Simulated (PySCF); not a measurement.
**Zr⁺: ionisation energy**

Zr⁺ [Kr] 4d2 5s1 (4F) → Zr²⁺ [Kr] 4d2 (3F), as a difference of total energies. Calculation: PySCF 2.14, in def2-SVP with the def2 core potential (28 electrons) (5s3p2d1f, 31 functions); scalar relativity through the core potential. Correlated levels: valence: 4s2 4p6 frozen. The calculations carry no spin-orbit coupling.

```csv
method,ionisation energy (eV),difference from reference (eV)
UHF,12.300,-0.830
TPSS,13.130,0.000
B3LYP,13.320,+0.190
MP2 (valence),12.469,-0.661
SCS-MP2 (valence),12.356,-0.774
```

Reference: 13.13 eV (measured; NIST Atomic Spectra Database, ionization energies).

The reference lies between the lowest fine-structure levels, while these numbers refer to the centres of the terms.

Errors of the correlated levels include the incompleteness of this basis and the frozen core.
